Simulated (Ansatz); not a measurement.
Stepwise reaction of `[F][SnH]([F])[O]C(F)(F)F` with hydrogen, as a gas-phase model of exchange steps in deposition or etching. ΔE in kJ/mol.

Computed with Ansatz on PBE0-D4/def2-TZVP structures; ΔE is electronic, products minus reactants. CCSD(T)/CBS is the MP2 limit (def2-TZVPP, def2-QZVPP) plus CCSD(T) − MP2 in def2-TZVPP, frozen cores. This one scheme is used for every species. DFT in def2-TZVPP. B3LYP here is the variant with VWN-RPA as its local correlation; programs differ in this. def2 core potentials past Kr. For Sn outer-core shells are correlated without core-valence functions, which leaves a few kJ/mol of doubt a bond. Each species was taken in one conformer, which may not be the lowest.

| step | reaction | PBE-D4 | B3LYP-D4 | ωB97M-V | CCSD(T)/CBS |
| --- | --- | --- | --- | --- | --- |
| 2 | `[F][SnH2][O]C(F)(F)F` + H₂ → `FC(F)(F)[O][SnH3]` + H–F | 37.2 | 38.7 | 35.2 | 35.6 |

Task: Give the row of step 1, `[F][SnH]([F])[O]C(F)(F)F` + H₂ → `[F][SnH2][O]C(F)(F)F` + H–F. (Best estimate.)

Result: Ansatz gave: 
```
step                                                        reaction  PBE-D4  B3LYP-D4  ωB97M-V  CCSD(T)/CBS
   1  `[F][SnH]([F])[O]C(F)(F)F` + H₂ → `[F][SnH2][O]C(F)(F)F` + H–F    25.0      25.9     24.2         24.5
```

Task: By hand: ΔE of the 2 steps together at CCSD(T)/CBS.

Result: (24.5) + (35.6) = 60.1 kJ/mol, or 30.1 kJ/mol a step.

In ΔE each step is higher than the one before. All are uphill at CCSD(T)/CBS. PBE-D4 differs from CCSD(T)/CBS by 0.5 to 1.6 kJ/mol a step. Isolated molecules leave out the surface, adducts and barriers. Largest T1 diagnostic: 0.014.
